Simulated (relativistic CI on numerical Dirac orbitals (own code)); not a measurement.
Computed by Dirac-Coulomb-Breit CI, separate exchange-only KLI orbitals for each configuration, model QED (radiative potential, 1s self-energy scaled to tabulated hydrogen-like ionisation energies), unscaled Slater integrals (own radial code, finite nucleus).

The strongest absorption lines from the ground level of an ion, among the configurations computed and to levels below about 75.7 eV (vacuum wavelength in Å, gf): 164.06 (0.31), 164.54 (0.22), 166.10 (0.6), 167.72 (1.2), 167.87 (0.42), 168.93 (0.28), 168.95 (0.15), 174.30 (0.7).

(1) Which ion is it?
A. Sb11+
B. Sb9+
C. I11+
D. Cs13+

Results:

(1) B. Sb9+ has 42 electrons and the ground level 4s2.4p6.4d6 5D_4; the strongest line goes to 4s2.4p6.4d5.5p 5F°_5. The pattern of lines fixes the number of electrons, and along that sequence the line energies rise steadily with the charge (about as its square where n changes within one kind of shell, about linearly where n is kept but much faster in heavy ions where fine structure, which grows about as Z⁴, sets the gap, and irregularly where shells cross), which fixes Z. Configurations outside the model, such as inner-shell arrays, can give stronger lines. At this charge energies of transitions that change n are usually good to better than 1 %, and those within a shell (Δn = 0) to a few per cent. Terms inside the open d or f shell come out 10 to 20 % too wide with unscaled integrals. Levels and lines within the n = 5 or 6 shells can be off by up to 10 % or somewhat more, and those that change n by about 2 %, since core polarisation is missing.

LS names give the leading component of a level, which can be under half, so a name can repeat, a term be missing and a line seem to break the LS rules.
